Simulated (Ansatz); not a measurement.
Basis-set extrapolation for BFH$_{5}$NOSi, SMILES `NBO[SiH2]F` (PBE0-D4/def2-TZVP geometry, frozen core, Ansatz 0.2.0). Multiplicity 1, RHF reference.

```tsv
	def2-TZVPP	def2-QZVPP
HF	-545.626822	-545.649339
MP2 correlation	-0.914237	-0.989407
CCSD(T) correlation	-0.976038	not run
```

Energies in hartree. Use E(X) = E(∞) + A·exp(−7.88·√X) for Hartree–Fock and E(X) = E(∞) + B·X^(−2.97) for correlation, with X = 3 and 4, and add CCSD(T) minus MP2 of the smaller set to the MP2 limit.

Question: What is the CCSD(T) energy at the basis-set limit?

Answer: HF limit: -545.649339 + (-0.022517) × 0.13774 = -545.65244. MP2 limit: -0.989407 + (-0.075170) × 0.74074 = -1.04509. Higher-order term: -0.976038 − (-0.914237) = -0.06180. Total: -546.75933 hartree, 4.26 eV below CCSD(T)/def2-TZVPP.
